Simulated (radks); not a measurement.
Values are calculated unless marked as measured or tabulated.
Task: Sm29+, 33 electrons, occupied as [Ar] 3d10 4s2 4p3. Level of theory: Dirac Kohn-Sham, revPBE, spin-unpolarised, spherical densities, finite nucleus; open shells are shared between the two j in proportion to 2j + 1; Fermi nuclear charge, rms radius 5.0819 fm (a radial shooting solver on a logarithmic mesh with Libxc functionals). Some entries of the table are withheld. Estimate them.

| orbital | occ. | eigenvalue (hartree) | <r> (bohr) | <r^2> (bohr^2) |
|---|---|---|---|---|
| 1s1/2 | 2 | -1751.837 | (1) | 0.0007048 |
| 2s1/2 | 2 | -317.7069 | 0.09636 | 0.01102 |
| 2p1/2 | 2 | -303.2554 | 0.08062 | 0.008023 |
| 2p3/2 | 4 | -281.0451 | 0.08722 | 0.009257 |
| 3s1/2 | 2 | -97.33757 | 0.2514 | 0.07226 |
| 3p1/2 | 2 | (2) | 0.2407 | (3) |
| 3p3/2 | 4 | (4) | 0.2528 | (5) |
| 3d3/2 | 4 | -75.99843 | 0.2238 | 0.05871 |
| 3d5/2 | 6 | -74.97782 | 0.2275 | 0.06055 |
| 4s1/2 | 2 | -43.70801 | 0.5192 | (6) |
| 4p1/2 | 1 | -41.18884 | (7) | 0.3055 |
| 4p3/2 | 2 | -39.80841 | (8) | 0.3267 |

Result: 
(1) 1s1/2 <r> (bohr): 0.02274
(2) 3p1/2 eigenvalue (hartree): -91.17170
(3) 3p1/2 <r^2> (bohr^2): 0.06726
(4) 3p3/2 eigenvalue (hartree): -86.53924
(5) 3p3/2 <r^2> (bohr^2): 0.07394
(6) 4s1/2 <r^2> (bohr^2): 0.3027
(7) 4p1/2 <r> (bohr): 0.5199
(8) 4p3/2 <r> (bohr): 0.5378
